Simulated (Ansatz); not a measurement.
Species: ZrO2, charge 0, multiplicity 1. 
Coordinates optimised at B3LYP-D3(BJ)/def2-TZVP (Ansatz, an electronic-structure program):
```xyz
3

Zr    -0.1854     0.1286    -0.1941
O      1.5626    -0.0948    -0.4148
O     -0.6354    -0.5480     1.3852
```

CCSD(T) with Ansatz in growing basis sets, 16 correlated electrons. Correlated levels leave the core frozen unless marked. Open shells are spin-unrestricted. Spin-orbit coupling is left out. Frozen are the shells of the preceding noble gas and the d and f shells that filled before the atom's block. Past Kr the def2 sets carry scalar-relativistic core potentials. Costs are ratios of core time to the smallest set, on shared machines of one kind, and rough; they hold the program's checks for lower states.

| basis | functions | cost over smallest | E(corr) (Eh) | electronic atomisation energy (kcal/mol) |
|---|---|---|---|---|
| def2-SVP | 59 | 1× | -0.5178 | 304.9 |
| def2-TZVPP | 118 | 5× | -0.6345 | 318.9 |
| def2-QZVPP | 195 | 20× | -0.6741 | 326.7 |

Formally CCSD grows as o²v⁴ and (T) as o³v⁴; with o = 8 and v going from 104 to 181 both grow 9-fold in the last step, while integrals and the mean field grow more slowly. That step adds 39.6 mEh of correlation energy and 7.8 kcal/mol to the atomisation energy.
